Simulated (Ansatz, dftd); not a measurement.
System: CH6AlN, charge 0, singlet. CH6AlN (SMILES [CH3][AlH][NH2]).
B3LYP-D3(BJ)/def2-TZVP minimum from Ansatz (a quantum-chemistry and plane-wave program):
```
Al
N 1 1.7740
H 2 1.0083 1 125.35
H 2 1.0083 3 110.04 1 -180.00
H 1 1.5811 2 116.44 3 -180.00
C 1 1.9534 5 123.69 2 180.00
H 6 1.0924 1 112.63 5 -180.00
H 6 1.0942 7 107.65 1 122.83
H 6 1.0942 7 107.65 8 114.35
```
Charge 0, spin multiplicity 1.

Wanted: atomisation energy (electronic, to ground-state atoms), in kJ/mol. Radicals and triplets start from unrestricted determinants; spin-orbit coupling is neglected. Cores are frozen in correlated methods. Rows without X2C or -DK are non-relativistic. CBS(X,Y): correlation extrapolated as X^-3, Hartree-Fock from the larger set. A bracket is a step between two methods taken in the basis named. Functionals run without relativity, which enters their misses. '+ core + X2C': CCSD(T) terms for core correlation (cc-pwCVTZ, 1s frozen past Ne) and scalar relativity (cc-pVTZ-DK). For partners of very few electrons the exact lower level stands in for a higher one.

```
level                                                                                        program  atomisation energy (kJ/mol)  difference against the last row
------------------------------------------------------------------------------------  --------------  ---------------------------  -------------------------------
B3LYP-D3(BJ)/def2-TZVPD                                                               Ansatz + dftd3                       3047.4                              0.7
PBE0/def2-TZVPD                                                                               Ansatz                       3006.9                            -39.8
r2SCANh-D4/def2-TZVPD                                                                 Ansatz + dftd4                       3015.6                            -31.1
wB97X-V/def2-TZVPD                                                                            Ansatz                       3045.9                             -0.8
CCSD/cc-pV(Q+d)Z                                                                              Ansatz                       2974.9                            -71.8
CCSD(T)/cc-pV(T+d)Z                                                                           Ansatz                       2960.9                            -85.8
CCSD(T)/cc-pV(Q+d)Z                                                                           Ansatz                       3011.5                            -35.2
CCSDT(Q)/cc-pV(D+d)Z                                                                          Ansatz                       2779.7                           -267.0
CCSD(T)/CBS(cc-pV(T+d)Z,cc-pV(Q+d)Z) + [CCSDT(Q) - CCSD(T)]/cc-pV(D+d)Z + core + X2C          Ansatz                       3046.7                              0.0
```
